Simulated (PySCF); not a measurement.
# Telling isomers of C$_{5}$H$_{5}$N$_{3}$O apart by NMR

Computational details: GFN2-xTB structure, shielding tensors at PBE0/pcSseg-1 (GIAO), in PySCF 2.14 (averaged over atoms made equivalent by symmetry, fast rotation or ring inversion, isolated molecule, non-relativistic, one computed conformer).

Referencing at the same level of theory: $^{1}$H (σref 31.72), $^{13}$C (σref 186.93) against TMS. Where no couplings were computed, multiplicities follow the n + 1 count of equivalent neighbours, and m marks all less simple cases (inequivalent or close neighbours, rings, F or P nearby). Shifts are as computed. Against solution values, carbons near 30 ppm lie about +3 ppm off and those near 130 ppm about +5 ppm. Of 1309 compounds with measured shifts, 239 miss one by over three times the rms of a fit or turn the order of signals round; such compounds aren't used in these exercises.

(1) Tabulate the signals of `Cc1cnnnc1C=O`, `Cc1cc(C=O)nnn1` and their relative energies.

(2) What is the quickest way to tell Cc1cnnnc1C=O from Cc1cc(C=O)nnn1?

## Answers

(1) 
```tsv
SMILES	carbon types	δC	δH	E rel. (kcal/mol)
Cc1cnnnc1C=O	2×C 2×CH 1×CH3	206.3, 158.0, 150.3, 136.6, 19.6	10.88 (s, 1H), 9.48 (s, 1H), 2.83 (s, 3H)	1.6
Cc1cc(C=O)nnn1	2×C 2×CH 1×CH3	202.7, 165.4, 151.5, 119.0, 24.8	10.69 (s, 1H), 7.78 (s, 1H), 3.12 (s, 3H)	0.0
```

Energies are electronic energies at PBE0/pcSseg-1 on these geometries, without zero-point or thermal terms, each for the one conformer computed, which needn't be the lowest.

(2) Both give the same number of carbon signals, with the same numbers of each carbon type, so the positions decide. The first has an aromatic CH next to a ring nitrogen at 158.0 ppm, the second an aromatic CH at 119.0 ppm. Their most deshielded carbons lie at 206.3 and 202.7 ppm.
